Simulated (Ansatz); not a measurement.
trans-Ti(H2O)2F4 (TiO2F4H4), relaxed as a singlet with RKS r2SCAN-D4/def2-SVP in Ansatz, starting from the GFN1-xTB geometry. Force threshold 0.02 eV/Å.

The relaxation made no stability test and no search for a lower SCF solution. No other spin state of charge 0 was run. Another isomer (singlet) lies 0.39 eV lower at PBE0-D4/def2-TZVP; other spin states weren't run for this one.

Start:

```xyz
11

F     1.447   -0.879    0.237
F    -1.474    0.887   -0.235
F     0.510    1.175    1.153
F    -0.528   -1.155   -1.170
O    -0.887   -0.954    1.629
O     0.880    0.960   -1.633
Ti   -0.013    0.007   -0.003
H    -1.526   -0.318    1.969
H    -0.181   -1.027    2.283
H     0.203    0.959   -2.320
H     1.568    0.344   -1.910
```

Problem. Estimate the energy that the relaxation releases and the steps that it takes.

Solution. 0.87 eV, in 13 steps; 38 s on 4 threads of Arm Neoverse V1 on a shared host. No frequencies were taken in this run, so the end may be a saddle point.

Problem. Does the start keep its bonding?

Solution. By distances, no bond broke or formed. The bond that changes most is F1–Ti7, from 1.72 to 1.80 Å (atoms count from 1).

Problem. Predict the relaxed structure.

Solution. 
```xyz
11

F     1.082   -1.232    0.356
F    -1.712    0.826    0.229
F     0.823    1.344    0.594
F    -0.774   -0.953   -1.463
O    -0.894   -0.901    1.734
O     0.776    0.892   -1.796
Ti   -0.157   -0.004   -0.077
H    -1.467   -0.313    2.248
H    -0.189   -1.254    2.296
H     0.894    0.273   -2.532
H     1.618    1.323   -1.587
```
Bond lengths: 4 × F–Ti 1.79 to 1.80 Å; 2 × O–Ti 2.15 Å; 4 × H–O 0.97 Å.
